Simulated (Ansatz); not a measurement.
`O=CNC(F)[SiH3]`, relaxed with RKS PBE0-D4/def2-TZVP in the Gaussian-basis code of Ansatz from a PBE-D4/def2-SVP geometry. The force threshold is 0.005 eV/Å; the program also tests the step.

Charge 0, multiplicity 1.

Start:

```xyz
12

O    -2.038    1.694   -0.754
C    -0.881    1.926   -0.456
N     0.005    0.997    0.061
C    -0.388   -0.331    0.411
F    -0.584   -0.449    1.803
Si    0.918   -1.653   -0.085
H    -0.392    2.931   -0.599
H     0.940    1.323    0.320
H    -1.369   -0.500   -0.085
H     1.062   -1.688   -1.581
H     2.228   -1.251    0.538
H     0.500   -2.999    0.427
```

(1) By how much does the energy fall, and how many steps does the optimiser take? (An estimate is asked.)

(2) Which bonds change most? (An estimate is asked.)

(3) Give the relaxed structure. (Estimate.)

## Answers

(1) The calculation gave: 1.34 kcal/mol, in 9 steps, 1 of them rejected.

(2) Computed: C2–H7 from 1.127 to 1.105 Å; C4–H9 from 1.112 to 1.093 Å; Si6–H10 from 1.503 to 1.485 Å; Si6–H12 from 1.500 to 1.482 Å.

(3) The calculation gave: 
```xyz
12

O    -2.021    1.718   -0.690
C    -0.866    1.921   -0.425
N     0.008    0.979    0.043
C    -0.393   -0.338    0.375
F    -0.650   -0.435    1.750
Si    0.923   -1.643   -0.073
H    -0.381    2.905   -0.559
H     0.938    1.283    0.280
H    -1.342   -0.518   -0.136
H     1.035   -1.709   -1.552
H     2.219   -1.201    0.506
H     0.530   -2.960    0.481
```
